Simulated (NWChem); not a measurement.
# C2H8Si in NWChem

```xyz
11

Si     0.0000     0.0000    -0.5490
C     -1.5630     0.0000     0.5124
C      1.5630     0.0000     0.5124
H      0.0000     1.2064    -1.4348
H      0.0000    -1.2064    -1.4348
H     -1.6022    -0.8912     1.1601
H     -2.4679     0.0000    -0.1166
H     -1.6022     0.8912     1.1601
H      2.4679     0.0000    -0.1166
H      1.6022    -0.8912     1.1601
H      1.6022     0.8912     1.1601
```
Charge 0, spin multiplicity 1.

Everything below was run with NWChem. All single points use one geometry, from B3LYP/def2-SVP, a minimum by its harmonic frequencies.

Symmetry labels belong to the abelian group C2v used in the runs, with the axes of the coordinates shown.

The structure started from a generated list of species.

### Question
List the lowest 3 singlet excitations that TD-PBE/def2-SVP gives, with oscillator strengths.

### Answer
```json
[
 {"state": "1", "symmetry": "b1", "energy (eV)": "8.31", "wavelength (nm)": "149", "f": "0.024"},
 {"state": "2", "symmetry": "b2", "energy (eV)": "8.40", "wavelength (nm)": "148", "f": "0.005"},
 {"state": "3", "symmetry": "a1", "energy (eV)": "8.40", "wavelength (nm)": "148", "f": "0.002"}
]
```
